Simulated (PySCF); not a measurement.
Species: C8H11O2P.
Numbering: `[CH:1]#[C:2][CH2:3][P@@:4](=[O:5])([OH:6])[C:7]1=[CH:8][CH2:9][CH2:10][CH2:11]1`

NICS = −σ at a ghost point: NICS(0) at the centroid of the ring atoms, NICS(1) 1 Å to either side along the normal of their mean plane, zz for the tensor component along that normal. Level: GIAO PBE0/pcSseg-1 (PySCF, non-relativistic, gas phase) on the GFN2-xTB geometry, one conformer.

Ring bond lengths (Å), with Mayer bond orders in brackets: C7–C8 1.326 (1.86), C8–C9 1.495 (1.03), C9–C10 1.541 (1.03), C10–C11 1.541 (1.03), C11–C7 1.500 (0.99).

Q: Give the NICS values of each ring in ppm.

A: 
```
            ring                                                    type  NICS(0)  NICS(1), two faces  NICS(1)zz, two faces  rms pucker (Å)  centre to ring atoms, mean (Å)
C7–C8–C9–C10–C11  5-membered carbocycle; formal bonds 1 double, 4 single     -2.1         -2.5 / -3.1           -2.2 / -3.0            0.06                            1.26
```

Q: What do they say, and how far can they be read as aromaticity?

A: 
- C7–C8–C9–C10–C11: mean NICS(1)zz -2.6 ppm, near zero. C9, C10, C11 have four or more neighbours, so the value isn't read as a sign of a π ring current.

Q: At the first NICS(1) probe listed for ring C7–C8–C9–C10–C11, 1 Å off the ring, how large is the induced field along the normal in 9.4 T applied along it?

A: NICSzz × B0 = -2.2 ppm × 9.4 T = -21 μT, against the applied field.

Hardware: one thread, Intel Xeon Platinum 8488C (x86_64), no GPU (shared host). Cost: 66 s of wall time, 1.2 GiB resident at most. This is the whole shielding run at PBE0/pcSseg-1, SCF included.
